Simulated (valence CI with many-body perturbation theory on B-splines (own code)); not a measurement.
Results of a calculation; reference values are marked as such.
# Hf L: what the settings do

Method: configuration interaction combined with many-body perturbation theory (CI+MBPT): five valence electrons over a frozen Dirac-Fock core [Ar], a basis of 6 s, 6 p, 5 d, 5 f, 1 g functions for each j, with the one-electron correlation potential Σ1 (screened to all orders), the two-electron term Σ2, the three-electron term Σ3, Breit, model QED; selected single and double excitations, second order for the rest (own B-spline code, finite nucleus).

No measured spectrum was set against this ion. As an estimate, large intervals hold to a few tenths of a per cent, small ones and those within an open d or f shell to about a per cent. Among the levels kept, up to 350 cm⁻¹ of a level comes from second order outside the variational space, and about a tenth of that is noise between levels of different J, which matters for small intervals. Only levels of the ground parity were solved; by the run's estimate the other parity begins above the list, which can be wrong where configurations are misplaced.

The reference run has the lowest level (3d3/2^4 3d5/2) J=5/2 and an ionisation energy of 4372.50 eV. Its largest variational space holds 10000 state functions.

Levels are named by their leading jj configuration (3d3/2^4 stands for four electrons in 3d with j = 3/2), which in mixed levels can hold well under half, so a name can repeat and another be missing. Letters in brackets count levels of one name in rising energy.

Changed runs:
A. core polarisation of operators on → off; Davidson tolerance 2e-05 → 0.0003
B. scale of Σ1 1 → 0; scale of Σ2 1 → 0; three-electron term on → off
C. three-electron term on → off; highest l in the core sums 6 → 4
D. Davidson tolerance 2e-05 → 0.03 (bad on purpose)

Excitation energies of the reference run in cm⁻¹, and shifts in cm⁻¹:

```tsv
Level	Reference	A	B	C	D
(3d3/2^3 3d5/2^2) J=5/2 [a]	404013	0	-9119	-1545	+0.1
(3d3/2^3 3d5/2^2) J=7/2 [a]	496163	0	-6485	-915	+0.3
(3d3/2^3 3d5/2^2) J=11/2	506837	0	-8476	+485	-0.1
(3d3/2^3 3d5/2^2) J=3/2 [a]	509918	0	-3797	-327	-0.1
(3d3/2^3 3d5/2^2) J=9/2	549063	0	-6321	-543	+0.3
(3d3/2^3 3d5/2^2) J=5/2 [b]	577025	0	-3655	-1528	+0.1
(3d3/2^3 3d5/2^2) J=1/2	602835	0	-2127	-1180	-0.3
(3d3/2^3 3d5/2^2) J=7/2 [b]	613087	0	-1914	+257	+0.2
(3d3/2^3 3d5/2^2) J=3/2 [b]	740981	0	-773	-1239	0
(3d3/2^2 3d5/2^3) J=5/2 [a]	892842	0	-13143	-1562	0
(3d3/2^2 3d5/2^3) J=7/2 [a]	959456	0	-12000	-1390	+0.4
(3d3/2^2 3d5/2^3) J=11/2	963462	0	-14990	-123	+0.1
Ionisation energy (eV)	4372.50	0	-13.26	-0.14	-5e-05
```

No effect on these energies: A.
